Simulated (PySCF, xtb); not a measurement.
C₄H₈O₂, SMILES CO[C@@H]1C[C@H]1O. One conformer was computed; it need not be the lowest.

Harmonic wavenumbers (cm⁻¹) from GFN2-xTB in xtb at its own minimum, in rising order: 87, 173, 188, 241, 298, 397, 431, 489, 837, 862, 933, 987, 1019, 1041, 1072, 1075, 1121, 1132, 1164, 1193, 1229, 1241, 1287, 1382, 1402, 1453, 1467, 1487, 2907, 2928, 2972, 2993, 3030, 3089, 3112, 3523.

Task: What does PySCF 2.14.0 with B3LYP-D3(BJ)/def2-SVP give at its own minimum? (The exact figures need the calculation; the answer reports its results.)

Result: 104, 192, 203, 302, 335, 415, 429, 499, 792, 865, 940, 974, 1003, 1050, 1076, 1117, 1166, 1180, 1201, 1223, 1254, 1287, 1345, 1400, 1458, 1464, 1484, 1521, 2974, 3033, 3092, 3100, 3122, 3126, 3225, 3805. Paired by order, the mean absolute difference is 46 cm⁻¹ and the zero-point energies are 71.8 and 74.0 kcal/mol.
